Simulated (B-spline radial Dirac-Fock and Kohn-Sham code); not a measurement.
# Sc 3d5/2: cross section and angular parameters

System: the Sc atom, 1s2 2s2 2p6 3s2 3p6 3d1 4s2; threshold 6.33 eV (orbital energy of the model). Model: Dirac-Hartree-Slater photoionisation with a Latter tail; cross sections with all multipoles, angular parameters from the dipole term and its interference with E2. Program: a radial finite-basis atomic code.

For linearly polarised light dσ/dΩ = σ/(4π) [1 + β P₂(cos θ) + (δ + γ cos²θ) sin θ cos φ], with θ from the polarisation vector and φ the angle between the beam and the projection of the electron momentum on the plane normal to the polarisation.

```tsv
hν (eV)	σ (kb)	β	γ	δ
51.1	798	0.786	0.015	0.012
55.8	690	0.836	0.018	0.013
60	607	0.877	0.020	0.013
62.1	570	0.896	0.021	0.013
91.4	248	1.090	0.042	0.017
99.6	202	1.126	0.049	0.018
112	151	1.169	0.060	0.020
116	139	1.181	0.064	0.020
165	53.9	1.263	0.108	0.025
230	20.5	1.277	0.162	0.030
239	18.3	1.274	0.169	0.031
274	12.1	1.260	0.194	0.034
294	9.69	1.249	0.208	0.035
425	2.98	1.160	0.282	0.046
790	0.356	0.929	0.412	0.077
800	0.340	0.924	0.414	0.078
832	0.295	0.909	0.422	0.080
1000	0.151	0.836	0.461	0.095
1280	0.0602	0.743	0.515	0.118
1350	0.0491	0.724	0.528	0.124
2984.4	0.00199	0.455	0.690	0.244
6000	9.94e-05	0.325	0.759	0.409
7590	3.51e-05	0.288	0.796	0.485
8047.8	2.70e-05	0.277	0.803	0.506
9251.7	1.43e-05	0.251	0.811	0.559
9370	1.35e-05	0.249	0.811	0.564
9730	?	?	?	?
11400	5.48e-06	0.214	0.802	0.645
12000	4.33e-06	0.206	0.797	0.667
```

Q: Give the values at 9730 eV.

A: σ = 1.14e-05 kb, β = 0.242, γ = 0.811, δ = 0.579.

Values without a named source are computed, but for edge energies of neutral atoms, which are taken from tables.
